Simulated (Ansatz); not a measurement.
Program: Ansatz. Geometries: PBE0-D4/def2-TZVP. ΔE: electronic, gas phase. CCSD(T)/CBS adds triple-zeta CCSD(T) − MP2 to the extrapolated MP2 energy (def2 sets, frozen cores). This one scheme is used for every species. Functionals use def2-TZVPP. Each species was taken in one conformer, which may not be the lowest.

Consider the formal exchange of groups at a C–Si bond: `C[SiH](F)Cl` + `CN[SiH2]O` → `CN[SiH](C)O` + `F[SiH2]Cl`.

(1) Is it downhill or uphill in electronic energy at CCSD(T)/CBS, and by how much? (Estimate.)

(2) What do these levels give: PBE-D4, HF/def2-SVP, MP2/def2-SVP, SCS-MP2/def2-TZVPP, CCSD/def2-TZVPP, HF/CBS(def2)? (An estimate is asked.)

(3) What do rigid-rotor, harmonic-oscillator terms from PBE0-D4/def2-TZVP frequencies (298.15 K, 1 bar) make of the CCSD(T)/CBS value? (Best estimate.)

Largest T1 diagnostic among the species: 0.011.

Answers

(1) The calculation gave: Uphill: ΔE = +6.6 kJ/mol.

(2) Computed: PBE-D4 8.7, HF/def2-SVP 7.9, MP2/def2-SVP 8.1, SCS-MP2/def2-TZVPP 6.7, CCSD/def2-TZVPP 6.5, HF/CBS(def2) 7.0 kJ/mol.

(3) Ansatz gave: ΔZPE = -0.4 kJ/mol, ΔH = +6.6 kJ/mol, ΔS = 5 J/(mol·K), ΔG = +5.2 kJ/mol.

Leaving LDA and LC-ωPBE aside and taking each functional with its dispersion term where it has one, the values, not all of them listed here, spread over 1.8 kJ/mol, from BHLYP-D4 to PBE-D4.
